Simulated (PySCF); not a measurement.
## Calculated data, ClH4NOSi, H9NSi3, H3NOSi, H3NOSi2 and others

Calculation on a computer-drawn molecule: the log of a Hartree-Fock and frozen-core CCSD(T) single point meant for a local Hartree-Fock minimum, with one planted fault or none, to be diagnosed. Offsets are logged minus clean, where the clean run is the same molecule without the fault. The reference is restricted for singlets and unrestricted otherwise, and also for a bond in bohr or an excited solution. Adding or removing an electron swaps singlet and doublet. The excited solution moves the top pair (singlet) or top alpha electron (doublet) to the lowest empty orbital. Highest occupied and lowest empty are orbital energies over both spins, largest force is the largest gradient component, triples share is (T) over the correlation energy, the T1 limit is 0.02 restricted and 0.045 unrestricted, electrons count all cores, a negative frequency is imaginary (commonest isotopes), and the dipole is about the centre of nuclear charge. Program: PySCF 2.14.0.

Common to all runs: meant charge 0; meant basis cc-pV(D+d)Z; logged SCF converged yes; possible faults no fault, one electron removed, one electron added, multiplicity raised by two, geometry at a saddle point, SCF held on an excited solution, minimal basis STO-3G, one bond length entered in bohr, all coordinates scaled.

```yaml
- entry: 1
  formula: ClH4NOSi
  logged_structure:
    atoms_angstrom:
      - ["N", 1.0049, -1.1477, -1.5708]
      - [Si, -0.6443, -1.5039, -1.5467]
      - [O, -1.0458, -2.0782, -3.0211]
      - [Cl, -1.1983, -2.9813, -0.1741]
      - [H, 1.6633, -1.8055, -1.9436]
      - [H, 1.4135, -0.5905, -0.8453]
      - [H, -1.3935, -0.3148, -1.1346]
      - [H, -1.7583, -2.6954, -3.0931]
  given:
    meant_multiplicity: 1
    logged_electrons: 50
    logged_basis_functions: 94
    logged_spin_squared: 0.0
    "logged_highest_occupied [eV]": -11.426
    "logged_lowest_empty [eV]": 4.7974
    "logged_largest_force [hartree/bohr]": 2.2837e-05
    "logged_lowest_frequency [cm^-1]": 190.02
    logged_T1_diagnostic: 0.010036
    logged_D1_diagnostic: 0.030287
    logged_triples_share: 0.021972
    logged_CC_converged: "yes"
    "logged_dipole_magnitude [debye]": 0.97646
    logged_SCF_stable_within_its_kind: "yes"
    "logged_energy_HF [hartree]": -880.23012
    "logged_energy_CCSD(T) [hartree]": -880.87182
    drawn_bonds_atom: [1, 2, 2, 1, 1, 2, 3]
    drawn_bonds_other_atom: [2, 3, 4, 5, 6, 7, 8]
    drawn_bonds_order: [1, 1, 1, 1, 1, 1, 1]
  results:
    planted_fault: "no fault"
    "HF_energy_offset_from_clean_run [kcal/mol]": 0.0
    "CCSD(T)_energy_offset_from_clean_run [kcal/mol]": 0.0
- entry: 2
  formula: H9NSi3
  logged_structure:
    atoms_angstrom:
      - ["N", -0.8752, 0.0504, -3.9603]
      - [Si, -1.612, 0.6127, -2.4882]
      - [Si, -3.7867, -0.3148, -2.352]
      - [Si, -0.3713, 0.1409, -0.5155]
      - [H, -0.0092, 0.4712, -4.2465]
      - [H, -0.8297, -0.9397, -4.1206]
      - [H, -1.7237, 2.0907, -2.5887]
      - [H, -4.6379, 0.1657, -3.4672]
      - [H, -4.4272, 0.0577, -1.0661]
      - [H, -3.7138, -1.7971, -2.4223]
      - [H, -1.0322, 0.7133, 0.6848]
      - [H, 0.9999, 0.7068, -0.6102]
      - [H, -0.2445, -1.327, -0.3186]
  given:
    meant_multiplicity: 1
    logged_electrons: 58
    logged_basis_functions: 128
    logged_spin_squared: 0.0
    "logged_highest_occupied [eV]": -2.8278
    "logged_lowest_empty [eV]": -3.5931
    "logged_largest_force [hartree/bohr]": 0.03488
    logged_CC_converged: "no"
    "logged_dipole_magnitude [debye]": 1.7839
    logged_SCF_stable_within_its_kind: "no"
    "logged_energy_HF [hartree]": -926.01839
    drawn_bonds_atom: [1, 2, 2, 1, 1, 2, 3, 3, 3, 4, 4, 4]
    drawn_bonds_other_atom: [2, 3, 4, 5, 6, 7, 8, 9, 10, 11, 12, 13]
    drawn_bonds_order: [1, 1, 1, 1, 1, 1, 1, 1, 1, 1, 1, 1]
  results:
    planted_fault: "SCF held on an excited solution"
    "HF_energy_offset_from_clean_run [kcal/mol]": 311.2
  notes: ["CCSD not converged"]
- entry: 3
  formula: H3NOSi
  logged_structure:
    atoms_angstrom:
      - ["N", 1.5893, -0.3717, 1.9793]
      - [Si, 0.6255, -1.4312, 1.1253]
      - [O, -0.8401, -1.6601, 1.3218]
      - [H, 2.5689, -0.2535, 1.8099]
      - [H, 1.24, 0.211, 2.7158]
      - [H, 1.4788, -2.1044, 0.1384]
  given:
    meant_multiplicity: 1
    logged_electrons: 31
    logged_basis_functions: 66
    logged_spin_squared: 0.7561
    "logged_highest_occupied [eV]": -18.458
    "logged_lowest_empty [eV]": -6.5415
    "logged_largest_force [hartree/bohr]": 0.17805
    logged_T1_diagnostic: 0.020605
    logged_D1_diagnostic: 0.082581
    logged_triples_share: 0.023795
    logged_CC_converged: "yes"
    "logged_dipole_magnitude [debye]": 2.265
    logged_SCF_stable_within_its_kind: "yes"
    "logged_energy_HF [hartree]": -419.71435
    "logged_energy_CCSD(T) [hartree]": -420.14349
    drawn_bonds_atom: [1, 2, 1, 1, 2]
    drawn_bonds_other_atom: [2, 3, 4, 5, 6]
    drawn_bonds_order: [1, 2, 1, 1, 1]
  results:
    planted_fault: "one electron removed"
    "HF_energy_offset_from_clean_run [kcal/mol]": 200.2
    "CCSD(T)_energy_offset_from_clean_run [kcal/mol]": 234.5
- entry: 4
  formula: H3NOSi2
  logged_structure:
    atoms_angstrom:
      - ["N", 1.1666, 0.2127, -0.2741]
      - [Si, -0.0522, -0.3932, 0.7084]
      - [O, 0.1598, -1.3968, 1.8076]
      - [Si, -2.2498, 0.4742, 0.3644]
      - [H, 1.0369, 0.8863, -1.0029]
      - [H, 2.1201, -0.0876, -0.1857]
      - [H, -2.5732, -0.6568, -0.5884]
  given:
    meant_multiplicity: 1
    logged_electrons: 45
    logged_basis_functions: 89
    logged_spin_squared: 1.2029
    "logged_highest_occupied [eV]": -15.141
    "logged_lowest_empty [eV]": -5.7225
    "logged_largest_force [hartree/bohr]": 0.099865
    logged_T1_diagnostic: 0.086192
    logged_D1_diagnostic: 0.48785
    logged_triples_share: 0.034022
    logged_CC_converged: "yes"
    "logged_dipole_magnitude [debye]": 2.6614
    logged_SCF_stable_within_its_kind: "yes"
    "logged_energy_HF [hartree]": -708.62962
    "logged_energy_CCSD(T) [hartree]": -709.16806
    drawn_bonds_atom: [1, 2, 2, 1, 1, 4]
    drawn_bonds_other_atom: [2, 3, 4, 5, 6, 7]
    drawn_bonds_order: [1, 2, 1, 1, 1, 1]
  results:
    planted_fault: "one electron removed"
    "HF_energy_offset_from_clean_run [kcal/mol]": 176.5
    "CCSD(T)_energy_offset_from_clean_run [kcal/mol]": 201.1
  notes: ["T1 above single-reference limit"]
- entry: 5
  formula: ClFH2NSi
  logged_structure:
    atoms_angstrom:
      - ["N", -2.0541, 0.1406, 1.1136]
      - [Si, -1.0781, -0.2479, -0.2169]
      - [F, 0.121, -1.1521, 0.3639]
      - [Cl, -2.1808, -1.3542, -1.5714]
      - [H, -2.9422, 0.5897, 0.9966]
      - [H, -1.2627, 0.5516, 2.7863]
  given:
    meant_multiplicity: 2
    logged_electrons: 49
    logged_basis_functions: 84
    logged_spin_squared: 1.541
    "logged_highest_occupied [eV]": -9.8172
    "logged_lowest_empty [eV]": 1.1803
    "logged_largest_force [hartree/bohr]": 0.022981
    logged_T1_diagnostic: 0.058657
    logged_D1_diagnostic: 0.34514
    logged_triples_share: 0.02922
    logged_CC_converged: "yes"
    "logged_dipole_magnitude [debye]": 2.8255
    logged_SCF_stable_within_its_kind: "yes"
    "logged_energy_HF [hartree]": -903.46463
    "logged_energy_CCSD(T) [hartree]": -904.06915
    drawn_bonds_atom: [1, 2, 2, 1, 1]
    drawn_bonds_other_atom: [2, 3, 4, 5, 6]
    drawn_bonds_order: [1, 1, 1, 1, 1]
  results:
    planted_fault: "one bond length entered in bohr, row 5 of the drawn bonds"
    "HF_energy_offset_from_clean_run [kcal/mol]": 89.73
    "CCSD(T)_energy_offset_from_clean_run [kcal/mol]": 93.48
  notes: ["T1 above single-reference limit"]
- entry: 6
  formula: H4N2OSi
  logged_structure:
    atoms_angstrom:
      - ["N", -1.028, -0.2379, -2.2091]
      - [Si, -2.0281, 0.6593, -1.2145]
      - ["N", -1.1042, 1.5445, -0.1389]
      - [O, -3.5237, 0.6683, -1.2775]
      - [H, -0.0292, -0.2521, -2.1785]
      - [H, -1.4098, -0.8311, -2.919]
      - [H, -0.1062, 1.5479, -0.0868]
      - [H, -1.5368, 2.1432, 0.5364]
  given:
    meant_multiplicity: 1
    logged_electrons: 40
    logged_basis_functions: 85
    logged_spin_squared: 0.0
    "logged_highest_occupied [eV]": -11.069
    "logged_lowest_empty [eV]": 3.7881
    "logged_largest_force [hartree/bohr]": 3.1561e-05
    "logged_lowest_frequency [cm^-1]": 249.79
    logged_T1_diagnostic: 0.014903
    logged_D1_diagnostic: 0.050931
    logged_triples_share: 0.025724
    logged_CC_converged: "yes"
    "logged_dipole_magnitude [debye]": 5.8451
    logged_SCF_stable_within_its_kind: "yes"
    "logged_energy_HF [hartree]": -475.11759
    "logged_energy_CCSD(T) [hartree]": -475.77162
    drawn_bonds_atom: [1, 2, 2, 1, 1, 3, 3]
    drawn_bonds_other_atom: [2, 3, 4, 5, 6, 7, 8]
    drawn_bonds_order: [1, 1, 2, 1, 1, 1, 1]
  results:
    planted_fault: "no fault"
    "HF_energy_offset_from_clean_run [kcal/mol]": 0.0
    "CCSD(T)_energy_offset_from_clean_run [kcal/mol]": 0.0
```
